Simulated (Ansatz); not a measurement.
Steps of a relaxation of CH$_{6}$GeO$_{3}$ (`C[O][GeH]([OH])[OH]`) with RKS PBE-D4/def2-SVP.

```sh
$ ansatz run in.yaml --threads 4 --pin off --events-out ev --progress --plain --max-ram 10444MiB
```

```yaml
crystal:
  periodic: [false, false, false]
  atoms:
    - {symbol: C, position_ang: [-0.821900, 1.030400, 0.993000]}
    - {symbol: O, position_ang: [-0.600800, 0.800300, -0.369300]}
    - {symbol: Ge, position_ang: [0.593200, -0.516500, -0.437700]}
    - {symbol: O, position_ang: [1.289100, -0.698500, -2.105600]}
    - {symbol: O, position_ang: [-0.116800, -2.058400, 0.103000]}
    - {symbol: H, position_ang: [-1.626200, 1.901600, 1.030000]}
    - {symbol: H, position_ang: [-1.273400, 0.187700, 1.496400]}
    - {symbol: H, position_ang: [0.078500, 1.451000, 1.504600]}
    - {symbol: H, position_ang: [1.827900, -0.154500, 0.539900]}
    - {symbol: H, position_ang: [1.638500, 0.161900, -2.294200]}
    - {symbol: H, position_ang: [-0.922800, -2.161900, -0.439500]}
basis:
  gaussian: {orbitals: def2-SVP}
hamiltonian: {xc: pbe, dispersion: d4}
relax: {f_tol: 0.03, max_steps: 200}
```

Positions (Å) and forces (eV/Å) along the path, 10 of 10 steps:

```xyz
11
step=1 energy=-63766.0555 eV
C    -0.822    1.030    0.993   -1.779    3.453   -0.038
O    -0.601    0.800   -0.369    0.145   -0.326   -0.710
Ge    0.593   -0.516   -0.438    2.271   -0.364   -0.197
O     1.289   -0.699   -2.106   -1.179   -1.242    0.900
O    -0.117   -2.058    0.103   -0.132    0.152   -0.214
H    -1.626    1.902    1.030    1.181   -1.309    0.199
H    -1.273    0.188    1.496   -0.151   -0.868    0.732
H     0.079    1.451    1.505   -0.089   -0.347    0.220
H     1.828   -0.154    0.540   -0.809   -0.255   -0.359
H     1.639    0.162   -2.294    0.668    1.389   -0.595
H    -0.923   -2.162   -0.440   -0.126   -0.283    0.061
11
step=2 energy=-63766.3921 eV
C    -0.867    1.095    1.002   -0.453    1.019   -0.230
O    -0.522    0.778   -0.345   -0.031    0.115    0.194
Ge    0.705   -0.529   -0.410    0.216   -0.418   -0.527
O     1.210   -0.718   -2.144   -0.219    0.113    0.834
O    -0.072   -2.067    0.066    0.013    0.112   -0.074
H    -1.642    1.924    1.009    0.479   -0.505   -0.140
H    -1.312    0.237    1.533   -0.055   -0.275    0.222
H     0.008    1.481    1.581   -0.063   -0.112    0.057
H     1.836   -0.229    0.614   -0.027   -0.090   -0.114
H     1.594    0.139   -2.398    0.093    0.141   -0.278
H    -0.872   -2.167   -0.488    0.047   -0.100    0.056
11
step=3 energy=-63766.4526 eV
C    -0.885    1.143    1.009    0.170   -0.196   -0.125
O    -0.481    0.781   -0.314   -0.010    0.022    0.305
Ge    0.720   -0.560   -0.397   -0.055   -0.108   -0.365
O     1.195   -0.693   -2.129    0.018    0.356    0.338
O    -0.041   -2.112    0.058   -0.020    0.133   -0.095
H    -1.618    1.968    0.947   -0.082    0.100   -0.081
H    -1.368    0.294    1.551    0.013    0.067   -0.045
H    -0.029    1.498    1.635   -0.048   -0.012   -0.030
H     1.870   -0.310    0.601    0.078   -0.037    0.045
H     1.527    0.183   -2.428   -0.129   -0.266    0.002
H    -0.825   -2.248   -0.512    0.064   -0.060    0.051
11
step=4 energy=-63766.3669 eV rejected
C    -0.879    1.172    1.039   -0.553    0.525    0.370
O    -0.381    0.795   -0.195    0.432   -0.309   -1.107
Ge    0.735   -0.580   -0.376    0.273    0.193    0.576
O     1.209   -0.608   -2.059    0.107   -0.581   -0.813
O    -0.045   -2.115    0.044    0.082   -0.255    0.192
H    -1.569    2.006    0.800   -0.178    0.148    0.486
H    -1.458    0.367    1.543   -0.036   -0.043    0.113
H    -0.102    1.549    1.744    0.040   -0.016    0.071
H     1.930   -0.436    0.596   -0.025   -0.082    0.060
H     1.378    0.204   -2.560   -0.100    0.290    0.229
H    -0.751   -2.411   -0.555   -0.041    0.131   -0.177
11
step=5 energy=-63766.4744 eV
C    -0.896    1.151    1.010    0.081   -0.056   -0.035
O    -0.423    0.794   -0.284   -0.035    0.059    0.112
Ge    0.750   -0.563   -0.386   -0.044   -0.083   -0.137
O     1.180   -0.688   -2.118    0.024    0.165    0.092
O    -0.019   -2.106    0.071   -0.006    0.034   -0.006
H    -1.587    2.012    0.909   -0.008    0.008   -0.040
H    -1.452    0.318    1.503    0.017    0.045   -0.020
H    -0.071    1.462    1.699   -0.043   -0.021   -0.028
H     1.931   -0.355    0.584    0.055   -0.017    0.058
H     1.441    0.191   -2.461   -0.071   -0.108    0.000
H    -0.788   -2.272   -0.508    0.030   -0.027    0.002
11
step=6 energy=-63766.4841 eV
C    -0.889    1.161    1.006   -0.004    0.020   -0.019
O    -0.386    0.806   -0.272    0.018   -0.037    0.003
Ge    0.759   -0.576   -0.371    0.035    0.041   -0.095
O     1.196   -0.670   -2.099    0.024    0.056   -0.017
O    -0.018   -2.115    0.079   -0.013    0.009   -0.012
H    -1.570    2.027    0.876   -0.021    0.026    0.032
H    -1.469    0.335    1.481    0.000    0.015   -0.003
H    -0.085    1.466    1.719   -0.011   -0.005   -0.008
H     1.938   -0.396    0.609    0.024   -0.025    0.035
H     1.347    0.217   -2.481   -0.078   -0.097    0.096
H    -0.758   -2.313   -0.527    0.026   -0.003   -0.011
11
step=7 energy=-63766.4851 eV
C    -0.885    1.182    1.000   -0.036    0.011    0.035
O    -0.348    0.810   -0.256    0.061   -0.070   -0.043
Ge    0.778   -0.588   -0.348   -0.002    0.062    0.100
O     1.212   -0.660   -2.069    0.086    0.681   -0.542
O    -0.009   -2.127    0.077   -0.165   -0.103   -0.080
H    -1.545    2.059    0.837   -0.012    0.024    0.064
H    -1.499    0.372    1.463    0.017    0.029   -0.029
H    -0.101    1.474    1.740   -0.019    0.009   -0.017
H     1.956   -0.456    0.647   -0.028    0.013   -0.017
H     1.203    0.241   -2.491   -0.052   -0.728    0.430
H    -0.698   -2.364   -0.579    0.149    0.074    0.100
11
step=8 energy=-63766.5020 eV
C    -0.883    1.178    0.987    0.016    0.002   -0.049
O    -0.319    0.801   -0.261   -0.014    0.021    0.026
Ge    0.814   -0.594   -0.332    0.106    0.036   -0.015
O     1.319   -0.623   -2.047   -0.110    0.212    0.003
O    -0.001   -2.130    0.068   -0.039   -0.008    0.020
H    -1.510    2.082    0.830    0.031   -0.031   -0.016
H    -1.533    0.382    1.418    0.004   -0.004   -0.003
H    -0.109    1.436    1.750   -0.003   -0.006   -0.010
H     1.975   -0.465    0.688   -0.077   -0.031   -0.075
H     1.008    0.196   -2.488    0.056   -0.172    0.116
H    -0.695   -2.321   -0.593    0.030   -0.021    0.003
11
step=9 energy=-63766.5041 eV
C    -0.880    1.191    0.981   -0.004    0.027   -0.007
O    -0.302    0.801   -0.252    0.046   -0.019    0.019
Ge    0.823   -0.601   -0.310   -0.240   -0.013   -0.317
O     1.308   -0.595   -2.032    0.019   -0.059    0.114
O    -0.015   -2.132    0.081    0.085    0.053    0.027
H    -1.483    2.108    0.809    0.012   -0.008    0.008
H    -1.556    0.411    1.401   -0.006   -0.016    0.005
H    -0.115    1.432    1.758   -0.009    0.007    0.007
H     1.980   -0.495    0.686    0.141    0.007    0.139
H     0.930    0.196   -2.462   -0.026    0.021    0.028
H    -0.627   -2.374   -0.639   -0.019    0.000   -0.024
11
step=10 energy=-63766.5066 eV
C    -0.880    1.191    0.980    0.001   -0.009    0.009
O    -0.296    0.808   -0.253    0.003    0.006   -0.013
Ge    0.820   -0.598   -0.320    0.006   -0.019    0.007
O     1.310   -0.596   -2.036   -0.008    0.003    0.019
O    -0.005   -2.131    0.081   -0.009    0.004   -0.012
H    -1.481    2.109    0.811   -0.002    0.004   -0.001
H    -1.558    0.409    1.393    0.005    0.002   -0.003
H    -0.119    1.428    1.762   -0.002    0.000    0.002
H     1.980   -0.500    0.692    0.010    0.015   -0.004
H     0.925    0.196   -2.460    0.001    0.002   -0.005
H    -0.631   -2.372   -0.629   -0.004   -0.009    0.001
```

Run time 15 s (4 threads of an Arm Neoverse V1 on a shared host); peak host memory 0.17 GiB.
